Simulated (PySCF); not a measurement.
**adamantane: calculation against experiment**

**What was measured.**

NIST CCCBDB Release 22 (SRD 101), experimental polarizabilities lists, for the gas: mean polarisability 15.93 Å³.

The runs below try to reproduce these values; the comparison stands at the end.

Compound: adamantane, C10H16.
Atom-mapped SMILES: `[CH2:1]1[C@H:2]2[CH2:3][C@H:4]3[CH2:5][C@@H:6]1[CH2:7][C@@H:8]([CH2:9]2)[CH2:10]3` (hydrogens: H11, H12 on C1; H13 on C2; H14, H15 on C3; H16 on C4; H17, H18 on C5; H19 on C6; H20, H21 on C7; H22 on C8; H23, H24 on C9; H25, H26 on C10)

Geometry (PBE0-D3(BJ)/def2-SVP, Å), atoms numbered from 1 in this order:
```
atom  x, y, z in Å
C1    -1.3471   -0.8019    0.1090
C2    -1.2875    0.6992   -0.1936
C3    -0.6270    1.4283    0.9813
C4     0.7929    0.8908    1.1911
C5     0.7285   -0.6108    1.4909
C6     0.0710   -1.3442    0.3171
C7     0.8955   -1.1105   -0.9531
C8     0.9601    0.3899   -1.2586
C9    -0.4602    0.9284   -1.4630
C10    1.6157    1.1195   -0.0812
H11   -1.9577   -0.9827    1.0103
H12   -1.8385   -1.3365   -0.7220
H13   -2.3090    1.0873   -0.3428
H14   -1.2243    1.2879    1.8985
H15   -0.5957    2.5136    0.7838
H16    1.2659    1.4169    2.0372
H17    1.7442   -1.0062    1.6634
H18    0.1553   -0.7877    2.4171
H19    0.0255   -2.4244    0.5349
H20    0.4440   -1.6509   -1.8027
H21    1.9142   -1.5144   -0.8226
H22    1.5535    0.5558   -2.1733
H23   -0.4261    2.0048   -1.7037
H24   -0.9362    0.4243   -2.3215
H25    1.6872    2.1993   -0.2972
H26    2.6468    0.7540    0.0640
```

Runs made with PySCF (gas phase, on this PBE0-D3(BJ)/def2-SVP geometry; no spin–orbit coupling):

```csv
level,job,basis functions,wall time
wB97X-D/def2-SVPD,"10 singlets by full TDDFT, 4 Tamm–Dancoff triplets, polarisability, ΔSCF ions",328,5.7 min
```

Hardware: one thread, Arm Neoverse V2 (shared host).

**Comparison with experiment**

**Mean polarisability.** Measured: 15.93 Å³ (NIST CCCBDB Release 22 (SRD 101), experimental polarizabilities).

```csv
level,computed (Å³),computed − measured (Å³),% (from the printed values)
wB97X-D/def2-SVPD,15.49,-0.44,-3
```

The computed values are static and purely electronic, with core orbitals frozen in the response (1 au = 0.148185 Å³). The table of measured values doesn't say here whether a value is static or optical, or holds a vibrational part.

No measured geometry was used, and the causes of the misses weren't examined.
